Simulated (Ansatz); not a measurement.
Coupled-cluster diagnostics for the cluster Ag2Cl⁺, Ansatz.

Geometry of the singlet (PBE0-D4/def2-TZVP):

| atom | x (Å) | y (Å) | z (Å) |
| --- | --- | --- | --- |
| Ag1 | -0.161 | -2.098 | 0.281 |
| Ag2 | 0.774 | 1.970 | 0.169 |
| Cl3 | -0.613 | 0.129 | -0.449 |

In the def2 sets Ag takes a core potential; there is no spin–orbit coupling. Correlated methods freeze 5 core orbitals; core or outer-core shells of Ag are correlated, in sets that lack core-valence functions. The structure comes from a short search, and lower isomers may exist.

Question: Estimate the CCSD(T) correlation energy, the shares of MP2 and (T), T1 and the reference's ⟨S²⟩ for: charge 1, singlet, own geometry in def2-TZVPP; and the rough time on 4 threads of Arm Neoverse V1 on a shared host.

Answer: 
| state | basis | correlation (eV) | MP2 share (%) | (T) share (%) | T1 | ⟨S²⟩ (pure) | wall time |
| --- | --- | --- | --- | --- | --- | --- | --- |
| charge 1, singlet, own geometry | def2-TZVPP | -40.176 | 100.1 | 2.9 | 0.013 | 0.00 (0.00) | 11 s |
Customary marks for T1 are 0.02 (closed shells), 0.045 (open shells) and about 0.05 (3d metals). T1 stays under 0.02 throughout.
